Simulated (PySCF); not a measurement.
C3H7NOSi, SMILES N#CCCO[SiH3]. Coordinates come from a PBE-D3(BJ)/def2-SVP optimisation. One conformer was computed; it need not be the lowest.

Give the equilibrium geometry at PBE-D3(BJ)/def2-SVP (PySCF confirms it by a frequency run) as Cartesian coordinates in Å, and its point group. (An estimate is asked for; the answer gives what the named calculation found.)

One answer among several that fit: point group Cs.
```xyz
13

N     -0.5513     3.6514     0.0000
C      0.0245     2.6316     0.0000
C      0.7072     1.3411     0.0000
C     -0.2673     0.1524     0.0000
O      0.5033    -1.0308     0.0000
Si    -0.1921    -2.5695     0.0000
H      1.3656     1.2700    -0.8913
H      1.3656     1.2700     0.8913
H     -0.9274     0.2135     0.8975
H     -0.9274     0.2135    -0.8975
H     -1.0487    -2.7649     1.2246
H     -1.0487    -2.7649    -1.2246
H      0.9563    -3.5287     0.0000
```
Charge 0, spin multiplicity 1.
